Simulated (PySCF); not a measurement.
C₄H₁₀In, SMILES [CH2](C)[In+][CH2]C, charge +1.

The structure is a stationary point at PBE0-D3(BJ)/def2-SVP. The spin state was assumed, not searched. The isomer is the one that the SMILES or the coordinates give; other isomers of the formula were not compared. The def2 effective core potentials stand for the cores of In; spin–orbit coupling is left out. The values are those of a single conformer.

Method: TDDFT-PBE0/def2-SVPD (PySCF).

Vertical excitations.  State labels are in the subgroup C2.

```json
[
 {"state": "S1", "symmetry": "A", "energy (eV)": "4.43", "λ (nm)": "280", "f": "0.000", "main pairs": "HOMO→LUMO 100 %"},
 {"state": "S2", "symmetry": "B", "energy (eV)": "4.48", "λ (nm)": "277", "f": "0.000", "main pairs": "HOMO→LUMO+1 100 %"},
 {"state": "S3", "symmetry": "B", "energy (eV)": "5.98", "λ (nm)": "207", "f": "0.641", "main pairs": "HOMO→LUMO+2 91 %"},
 {"state": "S4", "symmetry": "A", "energy (eV)": "6.70", "λ (nm)": "185", "f": "0.001", "main pairs": "HOMO−2→LUMO 98 %"},
 {"state": "S5", "symmetry": "B", "energy (eV)": "6.76", "λ (nm)": "184", "f": "0.000", "main pairs": "HOMO−3→LUMO 99 %"},
 {"state": "S6", "symmetry": "B", "energy (eV)": "6.86", "λ (nm)": "181", "f": "0.025", "main pairs": "HOMO−2→LUMO+1 74 %, HOMO−1→LUMO 22 %"},
 {"state": "S7", "symmetry": "A", "energy (eV)": "6.90", "λ (nm)": "180", "f": "0.000", "main pairs": "HOMO−3→LUMO+1 96 %"},
 {"state": "S8", "symmetry": "B", "energy (eV)": "6.91", "λ (nm)": "179", "f": "0.107", "main pairs": "HOMO−1→LUMO 73 %, HOMO−2→LUMO+1 21 %"},
 {"state": "S9", "symmetry": "A", "energy (eV)": "7.03", "λ (nm)": "176", "f": "0.039", "main pairs": "HOMO−1→LUMO+1 97 %"},
 {"state": "S10", "symmetry": "B", "energy (eV)": "7.18", "λ (nm)": "173", "f": "0.000", "main pairs": "HOMO−2→LUMO+2 98 %"},
 {"state": "T1", "symmetry": "B", "energy (eV)": "4.11", "λ (nm)": "301", "f": "0", "main pairs": "HOMO→LUMO+2 96 %"},
 {"state": "T2", "symmetry": "A", "energy (eV)": "4.16", "λ (nm)": "298", "f": "0", "main pairs": "HOMO→LUMO 99 %"},
 {"state": "T3", "symmetry": "B", "energy (eV)": "4.22", "λ (nm)": "293", "f": "0", "main pairs": "HOMO→LUMO+1 99 %"},
 {"state": "T4", "symmetry": "B", "energy (eV)": "6.13", "λ (nm)": "202", "f": "0", "main pairs": "HOMO−1→LUMO 93 %"}
]
```
Triplets are in the Tamm–Dancoff approximation, which puts them higher than full response would, so one can lie above its singlet here.
